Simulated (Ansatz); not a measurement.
`[F][Ge]([F])([SiH3])[Cl]` + `Cl[SiH]1O[SiH2]1` → `[F][Ge]([F])([Cl])[Cl]` + `[SiH3][SiH]1O[SiH2]1` at 600 K and 1 bar (redistribution).

Gas-phase electronic energies from Ansatz, PBE0-D4/def2-TZVP geometries. CBS: MP2 limit from def2 TZ/QZ plus the TZ coupled-cluster correction, frozen cores. For Ge outer-core shells are correlated without core-valence functions, which leaves a few kJ/mol of doubt a bond. Scalar relativity is left out up to krypton.

```
                   species  CCSD(T)/CBS energy (Eh)  H − E (kJ/mol)  S (J/(mol·K))
`[F][Ge]([F])([SiH3])[Cl]`              -3026.48035           146.0          473.5
        `Cl[SiH]1O[SiH2]1`              -1114.98459           132.1          387.2
  `[F][Ge]([F])([Cl])[Cl]`              -3195.41116            68.9          408.4
    `[SiH3][SiH]1O[SiH2]1`               -946.02874           207.9          443.4
```

H − E and S are ideal-gas, rigid-rotor, harmonic terms from PBE0-D4/def2-TZVP, for one conformer and one mirror image of each species. 1 Eh = 2625.50 kJ/mol, R = 8.31446 J/(mol·K).

By hand: ΔE, ΔH, ΔS and ΔG.

ΔE = (-3195.41116) + (-946.02874) − (-3026.48035) − (-1114.98459) = 0.02504 Eh = 65.7 kJ/mol. Δ(H − E) = 68.9 + 207.9 − 146.0 − 132.1 = -1.3, so ΔH = 64.4 kJ/mol. ΔS = 408.4 + 443.4 − 473.5 − 387.2 = -8.9 J/(mol·K). ΔG = 64.4 − 600 × (-8.9)/1000 = 69.7 kJ/mol.

By hand: the equilibrium constant, and the temperature at which ΔG would vanish if ΔH and ΔS stayed fixed.

log₁₀ K = −ΔG/(RT ln 10) = -6.1. ΔH and −TΔS have one sign here, so there is no such temperature.

The number of gas molecules stays the same, so ΔS is small and ΔH decides. A doubt of 5 kJ/mol in ΔE shifts log₁₀ K by 0.4 here. Other conformers and mirror images would add mixing entropy, several J/(mol·K) or more a flexible species. These are equilibria of isolated gas molecules and say nothing of rates. Largest T1 diagnostic: 0.015 (customary marks: 0.02 for closed shells, 0.045 for open ones).

ΔS is within the doubt of such terms, so its sign, and with it that verdict, could turn.
